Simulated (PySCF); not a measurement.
Method: B3LYP-D3(BJ)/def2-TZVP // PBE0-D4/def2-TZVP in PySCF 2.14.0. Gas-phase values, no solvent. One relaxed conformer stands for a flexible species; it need not be the lowest. B3LYP has the VWN-RPA correlation part, as in Gaussian. Delta-SCF ions had no search for a lower state. Excitations are Tamm–Dancoff values on a coarser integration grid. The basis has no diffuse functions, so Rydberg states are missing or too high.

Reference species (SMILES): `O[SiH2]C(F)F` (H–O–Si–C torsion 51°, O–Si–C–F torsion -53°) (neutral, multiplicity 1).

The vertical ionisation energy (Delta-SCF) is 10.77 eV and the S1 excitation (TDA) is 6.73 eV.

Changed species: `[SiH2](O)O[SiH3]` (H–O–Si–O torsion 72°, O–Si–O–Si torsion 68°) (X = siloxy; the reference has X = difluoromethyl).

Q: Predict the effect on the vertical ionisation energy (Delta-SCF) and S1 excitation (TDA).

A: the vertical ionisation energy (Delta-SCF) falls by 0.04 eV, to 10.73 eV; the S1 excitation (TDA) rises by 0.63 eV, to 7.36 eV.
